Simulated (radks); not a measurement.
Task: Coherent X-ray form factor from a spherical all-electron density. Calculated with a radial shooting solver on a logarithmic mesh with Libxc functionals: scalar-relativistic Kohn-Sham, MS2 meta-GGA, spin-polarised, spherical densities, finite nucleus; meta-GGA in the generalised Kohn-Sham scheme; Fermi nuclear charge, rms radius of each element as measured or else 0.836 A^(1/3) + 0.57 fm.

sin(theta)/lambda (1/angstrom),f0 (electrons)
0.05,24.708
0.1,23.877
0.15,22.627
0.2,21.108
0.25,19.462
0.3,17.802
0.4,14.731
0.5,12.216
0.6,10.309
0.8,7.955
1,6.736
1.25,5.769
1.5,4.929
2,3.414

The species is in the configuration that NIST lists as its ground one. Which atom or ion scatters so?

Result: The cobalt ion Co2+, [Ar] 3d7. Extrapolating in s^2 from the first two rows gives f0(0) = 25.0, near the electron count 25; among species with that count, the fall with angle is slower the higher Z, and the table is that of Z = 27; from so few rows the species is fixed only to a neighbour or two.
